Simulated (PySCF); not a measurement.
# Ionisation energy of Pd²¹⁺ by level of theory

Pd²¹⁺ [Ar] 3d7 (4F) → Pd²²⁺ [Ar] 3d6 (5D), as a difference of total energies. Computed with PySCF 2.14 in an even-tempered Gaussian basis (17 s from 2.1 bohr⁻², ratio 2.5; 11 p from 2.7 bohr⁻², ratio 2.5; 8 d from 2.7 bohr⁻², ratio 2.5; 4 f from 13 bohr⁻², ratio 2.7; 3 g from 20 bohr⁻², ratio 2.7), with the non-relativistic Hamiltonian (point nucleus). Correlated levels: outer shells: [Ne] frozen; virtual orbitals above 40 to 60 times the deepest correlated orbital energy dropped. The calculations carry no spin-orbit coupling.

| method | ionisation energy (eV) |
| --- | --- |
| UHF | 1002.8 |
| LDA | 1004.0 |
| PBE | 1004.2 |
| PBE0 | 1004.4 |
| r2SCAN | 1005.1 |
| BP86 | 1004.7 |
| B3LYP | 1004.6 |
| MP2 (outer shells) | 1004.0 |
| SCS-MP2 (outer shells) | 1004.2 |

A first-order spin-orbit estimate (lowest level to lowest level, LS coupling) adds 1.109 eV.

All relativistic terms are absent from these numbers, so their closeness to the reference says little about the methods.

For comparison: 1000 ± 4 eV (theoretical estimate listed by NIST; NIST Atomic Spectra Database, ionization energies).
